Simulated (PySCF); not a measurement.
Mg(F)(iPr) (C₃H₇FMg), SMILES C[CH]([Mg][F])C. Atoms are numbered in the order given.

```xyz
12

Mg    -1.0812     0.1049     0.0000
F     -2.8479    -0.1395     0.0000
C      1.0213     0.3987     0.0000
C      1.6767    -0.1648     1.2700
C      1.6767    -0.1648    -1.2700
H      1.1609     1.5048     0.0000
H      2.7784     0.0179     1.2766
H      1.5474    -1.2659     1.3575
H      1.2726     0.2861     2.2010
H      1.2726     0.2861    -2.2010
H      2.7784     0.0179    -1.2766
H      1.5474    -1.2659    -1.3575
```

The structure is a stationary point at PBE-D3(BJ)/def2-SVP. The structure was generated by enumeration; whether it is a known compound was not checked. One conformer was computed; it need not be the lowest.

Level of theory: PySCF with TDDFT-PBE/def2-SVPD.

Vertical excitations. Isolated molecule, no solvent. State labels are in the subgroup Cs.

```tsv
state	symmetry	energy (eV)	λ (nm)	f	main pairs
S1	A'	4.33	286	0.165	HOMO→LUMO 97 %
S2	A'	4.84	256	0.052	HOMO→LUMO+1 99 %
S3	A"	4.90	253	0.060	HOMO→LUMO+2 99 %
S4	A'	5.68	218	0.076	HOMO→LUMO+3 99 %
S5	A'	6.01	206	0.024	HOMO−1→LUMO 99 %
S6	A"	6.02	206	0.025	HOMO−2→LUMO 99 %
S7	A'	6.31	196	0.011	HOMO−3→LUMO 98 %
S8	A"	6.48	191	0.003	HOMO−4→LUMO 99 %
S9	A'	6.61	188	0.033	HOMO→LUMO+4 98 %
S10	A"	6.71	185	0.016	HOMO→LUMO+5 98 %
T1	A'	3.41	363	0	HOMO→LUMO 99 %
T2	A'	4.51	275	0	HOMO→LUMO+1 99 %
T3	A"	4.57	271	0	HOMO→LUMO+2 99 %
T4	A'	5.55	223	0	HOMO→LUMO+3 99 %
```
Triplets are in the Tamm–Dancoff approximation, which puts them higher than full response would, so one can lie above its singlet here.
